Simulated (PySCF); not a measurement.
# Structure revision by computed shifts

A compound C₅H₇FSi gives the data below (simulated from a calculation) and was assigned the structure `CC1=C(F)C=C[SiH2]1`.

13C{1H} NMR (computed): δ 180.8 (C), 150.8 (CH), 142.8 (CH), 101.9 (CH), -5.9 (CH3).

1H NMR (500 MHz, computed): δ 6.97 (m, 1H), 6.44 (m, 1H), 5.07 (m, 1H), 4.86 (m, 1H), 0.36 (d, 3H).

PySCF calculation with geometry from GFN2-xTB and GIAO PBE0/pcSseg-1 shieldings; fast rotation and ring inversion assumed for equivalent nuclei, single conformer, relativity neglected, isolated molecule.

Referencing at the same level of theory: 1H and 13C against TMS.

Q: Compare with the shifts computed for the proposed structure, pairing carbons in order of shift.

A: Atom-mapped SMILES (the numbers label the heavy atoms): `[CH3:1][C:2]1=[C:3]([F:4])[CH:5]=[CH:6][SiH2:7]1` (H(Xn): hydrogen on atom n).

```tsv
atom	computed for proposal	given list	difference
C3	174.4	180.8	-6.4
C5	153.6	150.8	+2.8
C6	131.8	142.8	-11.0
C2	115.1	101.9	+13.2
C1	13.4	-5.9	+19.3
```

The rms difference is 12.0 ppm and the largest +19.3 ppm at C1 (allylic methyl carbon). The carbon types in order of shift don't match either: C, CH, CH, C, CH3 for the proposal against C, CH, CH, CH, CH3 in the data. The proposal doesn't fit.

Q: Which isomer fits?

A: SMILES C1=CC(F)=C[Si@H]1C.

- Carbon types of the structure: 1 × C, 3 × CH, 1 × CH3, leaving 1 H on heteroatoms.
- δC 180.8: fully substituted alkene carbon.
- δC 150.8, 142.8, 101.9: alkene CH; an sp2 carbon of a C=C bond.
- δC -5.9: methyl carbon bonded to Si; an electropositive neighbour leaves it electron-rich and shielded.
- δH 0.36: hydrogen on a methyl carbon bonded to Si; an electropositive neighbour shields it, as in TMS itself.

Other isomers checked: C[Si@H]1C=CC=C1F (rms 12.8 ppm); CC1=C[SiH2]C=C1F (rms 14.5 ppm).

The shifts were computed for this structure.

Splittings by 19F in the carbon and heteronuclear signals aren't shown, as no couplings were computed. Shifts are as computed. Against solution values, carbons near 30 ppm lie about +3 ppm off and those near 130 ppm about +5 ppm. Of 1211 compounds with measured shifts, 218 miss one by over three times the rms of a fit or turn the order of signals round; such compounds aren't used in these exercises. Multiplicities follow the n + 1 count of equivalent neighbours, as no J values were calculated; m marks all less simple cases, F and P coupling included.
